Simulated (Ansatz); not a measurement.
Start from `S[SiH2][SnH3]` and change one atom or group to get `S[SiH2][TeH]`.

Ansatz, PBE0-D4/def2-TZVP geometries, multiplicity 1. Each molecule was computed in one conformer, which needn't be the lowest.

Elements past krypton have def2 core potentials.

```json
{"property": "LUMO energy (PBE0/def2-TZVPP) / eV", "`S[SiH2][SnH3]`": "-0.49"}
{"property": "LUMO energy (B3LYP/def2-TZVPP) / eV", "`S[SiH2][SnH3]`": "-0.68"}
{"property": "HOMO energy (B3LYP/def2-TZVPP) / eV", "`S[SiH2][SnH3]`": "-7.02"}
{"property": "ideal-gas entropy at 298 K and 1 bar (rigid rotor, harmonic PBE0-D4/def2-TZVP) / J/(mol·K)", "`S[SiH2][SnH3]`": "362"}
{"property": "HOMO–LUMO gap (B3LYP/def2-TZVPP) / eV", "`S[SiH2][SnH3]`": "6.34"}
{"property": "HOMO–LUMO gap (PBE0/def2-TZVPP) / eV", "`S[SiH2][SnH3]`": "6.75"}
```

Task: Give the same properties after the change, and the shifts. (An estimate is asked.)

Result: The calculation gave: 
| property | `S[SiH2][TeH]` | shift |
| --- | --- | --- |
| LUMO energy (PBE0/def2-TZVPP) / eV | -0.92 | -0.43 |
| LUMO energy (B3LYP/def2-TZVPP) / eV | -1.14 | -0.46 |
| HOMO energy (B3LYP/def2-TZVPP) / eV | -6.42 | 0.60 |
| ideal-gas entropy at 298 K and 1 bar (rigid rotor, harmonic PBE0-D4/def2-TZVP) / J/(mol·K) | 344 | -18 |
| HOMO–LUMO gap (B3LYP/def2-TZVPP) / eV | 5.28 | -1.06 |
| HOMO–LUMO gap (PBE0/def2-TZVPP) / eV | 5.73 | -1.02 |

With PBE0 the HOMO rises by 0.58 eV and the LUMO falls by 0.43 eV, so the gap narrows by about 1.01 eV. PBE moves the HOMO by 0.51 eV and ωB97M-V by 0.57 eV. The zero-point energy changes by -34.3 kJ/mol with -6 modes.

B3LYP here is the variant with VWN-RPA as its local correlation; programs differ in this.

Spin–orbit coupling is left out; it splits and shifts lone-pair levels of the heavy atoms by tenths of an eV.
